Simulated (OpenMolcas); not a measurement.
**2s² 2p along the 5-electron sequence**

```json
{"Program": "OpenMolcas 26.06", "Method": "XMS-CASPT2, IPEA 0.25 Eh, imaginary shift 0.1 Eh", "Basis": "ANO-RCC-VTZP", "Scalar Hamiltonian": "DKH2, point nucleus", "Spin-orbit coupling": "state interaction with AMFI integrals over the reference wave functions, term energies averaged over their components"}
```

Active space for each ion: 3 electrons in 8 orbitals (2s 2p 3s 3p); closed shells correlated by CASPT2: 1s.

Computed levels in cm-1 above ²P°_1/2:

```csv
Level,N2+,O3+,F4+,Ne5+
²P°_3/2,168,377,730,1292
weight of ²P° in the lowest level (%),100,100,100,100
```

Measured, with the error of the calculation in %. Measured levels: N2+ from Moore, Selected Tables of Atomic Spectra, NSRDS-NBS 3, section 5; O3+ from Moore, Selected Tables of Atomic Spectra, NSRDS-NBS 3, section 10; F4+ from Moore, Atomic Energy Levels, vol. I, NSRDS-NBS 35 (1971 reprint of NBS Circular 467, 1949); Ne5+ from NIST levels in Podobedova, Fuhr, Reader and Wiese, J. Phys. Chem. Ref. Data 33, 525 (2004).

```
  Level         N2+         O3+         F4+         Ne5+
²P°_3/2  174 (-3.6)  386 (-2.3)  746 (-2.2)  1310 (-1.4)
```

The fine-structure level ²P°_3/2 changes by a factor of 7.69 from N2+ to Ne5+. Its fourth root runs 3.60, 4.41, 5.20, 6.00, with steps per unit of Z of 0.81, 0.79, 0.80; equal steps would mean a (Z - σ)^4 law with constant σ.

Active for correlation alone: 3p 3s; no level in the range computed is led by a configuration that fills them, so any true level of that kind is missing. Measured partners are found by configuration, term and J. A level has none where our copy of the source lacks it or the pairing is in doubt (some pairs that miss far off the trend of their configuration count as doubtful), and it then counts in no deviation. Levels of configurations outside the active space are missing.

° marks odd parity.
